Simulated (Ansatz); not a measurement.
Gas-phase electronic energies from Ansatz, PBE0-D4/def2-TZVP geometries. CCSD(T)/CBS is the MP2 limit (def2-TZVPP, def2-QZVPP) plus CCSD(T) − MP2 in def2-TZVPP, frozen cores. This one scheme is used for every species. DFT in def2-TZVPP. One conformer a species, not always the lowest.

Reaction (formal exchange of groups at the Si–C bond): `BO[SiH](C)F` + `C=C` → `BO[SiH](F)C=C` + CH₄

`BO[SiH](C)F`:

Cartesian coordinates in Å:
```
B 1.158 -1.433 -1.371
O 0.124 -0.732 -0.862
Si 0.047 0.696 -0.043
C -1.179 0.543 1.322
F -0.452 1.797 -1.083
H 0.914 -2.448 -1.961
H 2.285 -1.040 -1.219
H 1.406 1.089 0.396
H -2.153 0.243 0.930
H -0.855 -0.209 2.046
H -1.295 1.494 1.846
```

`C=C`:

Cartesian coordinates in Å:
```
C -0.466 -0.464 0.071
C 0.466 0.464 -0.071
H -0.455 -1.377 -0.515
H -1.279 -0.351 0.779
H 0.455 1.376 0.516
H 1.279 0.351 -0.780
```

`BO[SiH](F)C=C`:

```xyz
12

B    -2.097   -1.400    0.716
O    -1.052   -0.600    1.007
Si    0.476   -0.483    0.409
F     1.435   -0.978    1.580
C     0.845    1.262   -0.028
C     1.253    1.581   -1.254
H    -3.109   -1.257    1.340
H    -1.997   -2.227   -0.153
H     0.657   -1.382   -0.753
H     0.728    2.053    0.710
H     1.384    0.827   -2.026
H     1.476    2.604   -1.546
```

CH₄:

```xyz
5

C     0.000    0.000    0.000
H    -0.681    0.313   -0.791
H     0.922    0.578   -0.065
H     0.227   -1.060   -0.114
H    -0.467    0.169    0.970
```

```tsv
level	ΔE (kJ/mol)
ωB97X-V	-3.8
B2PLYP	-4.8
MP2/def2-QZVPP	-6.3
CCSD/CBS(def2)	-3.3
```

Task: What does CCSD(T)/CBS give? (An estimate is asked.)

Result: Ansatz gave: -4.5 kJ/mol. The listed levels differ from it by 0.7, -0.3, -1.8, 1.2 kJ/mol.

Largest T1 diagnostic among the species: 0.013.
